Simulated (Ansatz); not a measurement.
Consider the redistribution: `[OH][Ti]([OH])([F])[Cl]` + `[CH3][In]([NH2])[Cl]` → `[NH2][Ti]([OH])([F])[Cl]` + `[CH3][In]([OH])[Cl]`.

Gas-phase electronic energies from Ansatz, PBE0-D4/def2-TZVP geometries. CCSD(T)/CBS adds triple-zeta CCSD(T) − MP2 to the extrapolated MP2 energy (def2 sets, frozen cores). Functionals use def2-TZVPP. def2 core potentials past Kr. For In, Ti outer-core shells are correlated without core-valence functions, which leaves a few kJ/mol of doubt a bond. Scalar relativity is left out up to krypton. Each species was taken in one conformer, which may not be the lowest.

```tsv
level	ΔE (kJ/mol)
CAM-B3LYP-D4	39.0
PBE	36.0
```

What does CCSD(T)/CBS give? (Best estimate.)

The calculation gave: +34.0 kJ/mol. The listed levels differ from it by 5.0, 2.0 kJ/mol.

Largest T1 diagnostic among the species: 0.024, so the coupled-cluster value is less sure than usual.

From BLYP to BHLYP (50 % exact exchange), in def2-TZVPP and without D4, ΔE moves by +4.8 kJ/mol. At CCSD(T), def2-SVP lies +6.6 kJ/mol from the extrapolated value and def2-TZVPP +3.3 kJ/mol. In def2-TZVPP, CCSD(T) changes the Hartree–Fock value by −4.2 kJ/mol (the triples alone add −1.5 kJ/mol) and MP2 by −3.3 kJ/mol.
